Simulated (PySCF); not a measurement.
**Electron correlation in Zn (zinc, neutral)**

[Ar] 3d10 4s2, closed-shell 1S. Computed with PySCF 2.14 in x2c-TZVPPall (6s5p4d2f1g, 64 functions), with scalar relativity by spin-free X2C-1e. Frozen: [Ar]; 12 electrons correlated.

MP2 pair energies summed by pair of shells (mhartree):

```
 pair   energy  share (%)
3d-3d  -430.35       86.4
3d-4s   -44.96        9.0
4s-4s   -22.58        4.5
```

Total MP2 correlation energy: -497.90 mhartree.

Same-spin part -177.68 and opposite-spin part -320.22 mhartree; SCS-MP2 scales them by 1/3 and 6/5 to -443.49 mhartree.

MP2 falls well short for the outer s pair, which is nearly degenerate with np².
